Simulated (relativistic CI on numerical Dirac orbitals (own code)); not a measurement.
# Rh⁶⁺: 4p photoemission

Computed with this model: Dirac-Coulomb-Breit CI, separate exchange-only KLI orbitals for each configuration, model QED (radiative potential, 1s self-energy scaled to tabulated hydrogen-like ionisation energies), valence Slater integrals scaled by 0.8, multiplet model of photoemission in the sudden approximation; configurations [Kr] 4d3 → [Ar] 3d10 4s2 4p5 4d3; 300 K; Lorentzian 1.2 eV and Gaussian 0.6 eV FWHM. Energies are those of the free ion, without screening or charge transfer. The energies are binding energies and can lie tens of eV above those of solids. S is read from ⟨S²⟩ = S(S + 1).

Field parameters in Wybourne normalisation: D4h B²₀ = −7Ds, B⁴₀ = 21(Dq − Dt), B⁴₄ = 21√(5/14) Dq. The field is a parameter set, without covalency.

free ion: ground-state S = 1.48, centroid 148.72 eV. Peaks (eV, height): 143.6 (100), 144.6 (83), 146.0 (64), 147.8 (68), 154.0 (8), 160.6 (22), 164.6 (22).

D4h, 10Dq = 33050, Ds = -1500, Dt = 270 cm⁻¹: ground-state S = 1.49, centroid 148.76 eV. Peaks (eV, height): 144.0 (100), 147.0 (43), 150.8 (27), 152.0 (24), 161.8 (9), 164.6 (11).

Strongest unbroadened transitions for free ion:

```tsv
Energy (eV)	Relative strength
143.41	50.1
143.45	25.2
143.46	27.7
143.53	75.4
143.65	26.9
144.72	27.1
144.73	51.7
144.77	46.6
146.04	59.3
146.37	37.6
147.80	15.6
147.82	100.0
149.23	9.6
149.36	11.9
160.13	31.7
160.97	29.3
164.00	12.0
164.64	34.0
```
